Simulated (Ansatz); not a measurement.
Ansatz results at the PBE0-D4/def2-TZVP geometry: size of the dipole moment (ωB97M-V/def2-TZVPP) 2.02 D; LUMO energy (B3LYP/def2-TZVPP) -2.59 eV; HOMO–LUMO gap (PBE0/def2-TZVPP) 4.37 eV.

Each molecule was computed in one conformer, which needn't be the lowest.

Which molecule gave them?
A. `C[CH]([GaH2])O[SiH2][GeH3]`
B. `N=C[SiH3]`
C. `C[SiH2][SiH](O)Cl`
D. `N=[C]([SeH])[InH2]`

D. The others give `C[CH]([GaH2])O[SiH2][GeH3]`: 1.29, -1.44, 6.02; `C[SiH2][SiH](O)Cl`: 0.98, -0.49, 7.60; `N=C[SiH3]`: 1.78, -1.20, 6.50.

B3LYP here is the variant with VWN-RPA as its local correlation; programs differ in this.
